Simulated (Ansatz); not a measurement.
## A basis-limit estimate, worked out

An elementary step of Si₄NH₁₂ClO₃, closed shell (Si₄H₉ClO₃ ([SiH3][O][Si]([Cl])([O][SiH3])[O][SiH3]) + NH₃ → Si₃NH₈ClO₂ ([NH2][Si]([Cl])([O][SiH3])[O][SiH3]) + SiH₄O ([OH][SiH3]); bonds formed: O2–H9; dative contacts that become bonds: Si1–N10; bonds broken: Si1–O2, H9–N10). “Start” is the structure reached by relaxing down from the saddle towards the reactants; PBE0-D4/def2-TZVP structures. The saddle:

| atom | x (Å) | y (Å) | z (Å) |
| --- | --- | --- | --- |
| Si1 | 0.5418 | 0.1183 | 0.8388 |
| O2 | 0.4791 | 0.2063 | -1.2366 |
| Si3 | -0.8375 | 0.3966 | -2.2068 |
| O4 | -1.0403 | 0.4754 | 0.7982 |
| Si5 | -2.2662 | 0.7170 | 1.8804 |
| O6 | 1.1075 | -1.3863 | 0.6927 |
| Si7 | 1.3798 | -2.4381 | -0.5504 |
| Cl8 | 0.8804 | 0.3602 | 2.9217 |
| H9 | 1.2472 | 1.0639 | -0.8441 |
| N10 | 1.6715 | 1.4388 | 0.2852 |
| H11 | -1.4538 | 1.7386 | -2.0141 |
| H12 | -0.4062 | 0.2803 | -3.6254 |
| H13 | -1.8447 | -0.6531 | -1.9156 |
| H14 | -2.3832 | -0.4272 | 2.8143 |
| H15 | -2.0481 | 1.9767 | 2.6323 |
| H16 | -3.5021 | 0.8327 | 1.0688 |
| H17 | 1.7736 | -3.7194 | 0.0852 |
| H18 | 2.4922 | -1.9605 | -1.4080 |
| H19 | 0.1597 | -2.6570 | -1.3638 |
| H20 | 2.6405 | 1.2763 | 0.5335 |
| H21 | 1.4087 | 2.3603 | 0.6137 |

Program: Ansatz 0.2.0. Basis: def2-TZVPP and def2-QZVPP. Cores are frozen in the correlated methods.

Energies in eV:

| quantity | saddle | start |
| --- | --- | --- |
| Hartree–Fock, triple zeta (X = 3) | -51748.91727 | -51750.65371 |
| Hartree–Fock, quadruple zeta (X = 4) | -51750.66769 | -51752.41285 |
| MP2 correlation, X = 3 | -44.68022 | -44.30638 |
| MP2 correlation, X = 4 | -48.28490 | -47.91156 |
| CCSD(T) correlation, X = 3 | -48.71564 | -48.39412 |

Work out the barrier at the basis limit: extrapolate Hartree–Fock as E(X) = E∞ + A exp(−7.88 √X) and the MP2 correlation as E(X) = E∞ + B X^−2.97 (the exponents that Neese and Valeev fitted for def2-TZVPP and QZVPP), then add CCSD(T) − MP2 in triple zeta.

Each step is linear, so take the differences first (saddle − start): Hartree–Fock 1.73644 (X = 3) and 1.74516 (X = 4); MP2 correlation -0.37384 and -0.37334; CCSD(T) correlation -0.32152.
Two points give E∞ = E(4) + w [E(4) − E(3)], with w = 1/(exp(7.88 (2 − √3)) − 1) = 0.1377 for Hartree–Fock and w = 1/((4/3)^2.97 − 1) = 0.7407 for the correlation.
Hartree–Fock: 1.74516 + 0.1377 × 0.00872 = 1.7464 eV.
MP2 correlation: -0.37334 + 0.7407 × 0.00050 = -0.3730 eV.
CCSD(T) − MP2: -0.32152 − (-0.37384) = 0.0523 eV.
Sum: 1.7464 + (-0.3730) + 0.0523 = 1.4257 eV, or 32.88 kcal/mol. Plain CCSD(T) in triple zeta gives 1.4149 eV, so the larger basis shifts the result by 0.0108 eV.

No T1 diagnostic of these runs exceeds 0.012.

Labels in which every atom is bracketed show which atoms are joined, not bond orders.

For scale, one of the runs: CCSD(T)/def2-TZVPP, 502 basis functions, launched by `ansatz run in.yaml --threads 4 --pin off --events-out ev --progress --plain --max-ram 46080MiB --backend cuda --devices 0, --max-vram 37GiB`. The run took 110 s on 4 CPU threads of an AMD EPYC 7R13 and a share of one NVIDIA H100 (shared host), with 2.5 GiB of host memory at its peak.
